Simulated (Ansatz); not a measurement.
Consider the cleavage of the Si–Ga bond: `[F][Ga]([SiH3])[Cl]` + `[OH][In]([SH])[Cl]` → `[SiH3][O][In]([SH])[Cl]` + `[F][GaH][Cl]`.

Gas-phase electronic energies from Ansatz, PBE0-D4/def2-TZVP geometries. CCSD(T)/CBS is the MP2 limit (def2-TZVPP, def2-QZVPP) plus CCSD(T) − MP2 in def2-TZVPP, frozen cores. Functionals use def2-TZVPP. B3LYP here is the variant with VWN-RPA as its local correlation; programs differ in this. def2 core potentials past Kr. For Ga, In outer-core shells are correlated without core-valence functions, which leaves a few kJ/mol of doubt a bond. Scalar relativity is left out up to krypton. Each species was taken in one conformer, which may not be the lowest.

```
        level  ΔE (kJ/mol)
     B3LYP-D4        -65.3
       r2SCAN        -62.8
         PBE0        -53.2
MP2/CBS(def2)        -76.7
```

Question: What does CCSD(T)/CBS give? (Estimate.)

Answer: The calculation gave: -70.9 kJ/mol. The listed levels differ from it by 5.6, 8.1, 17.7, -5.8 kJ/mol.

Largest T1 diagnostic among the species: 0.015.

In def2-TZVPP, CCSD(T) changes the Hartree–Fock value by +25.1 kJ/mol (the triples alone add +3.2 kJ/mol) and MP2 by +19.3 kJ/mol. From PBE to PBE0 (25 % exact exchange), in def2-TZVPP and without D4, ΔE moves by −11.7 kJ/mol.
